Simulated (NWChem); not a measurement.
Molecule: CHBrF$_{2}$; SMILES FC(F)Br

All runs: NWChem. Pople sets run with spherical d functions. STO-3G and 3-21G are far too small for this property and stand as cheap habits. All runs use the structure optimised with PBE0/def2-SVP. Field at 589 nm.

```json
[
 {"level": "B3LYP/STO-3G", "isotropic polarisability (bohr³)": "12.3", "anisotropy (bohr³)": "15.2", "relative time": "1"},
 {"level": "B3LYP/6-31G*", "isotropic polarisability (bohr³)": "28.0", "anisotropy (bohr³)": "16.7", "relative time": "10"},
 {"level": "B3LYP/def2-SVP", "isotropic polarisability (bohr³)": "27.1", "anisotropy (bohr³)": "16.2", "relative time": "7"},
 {"level": "B3LYP/def2-SVPD", "isotropic polarisability (bohr³)": "39.6", "anisotropy (bohr³)": "13.6", "relative time": "20"},
 {"level": "B3LYP/aug-cc-pVDZ", "isotropic polarisability (bohr³)": "38.6", "anisotropy (bohr³)": "14.8", "relative time": "80"}
]
```

Times are rough ratios from one shared machine.
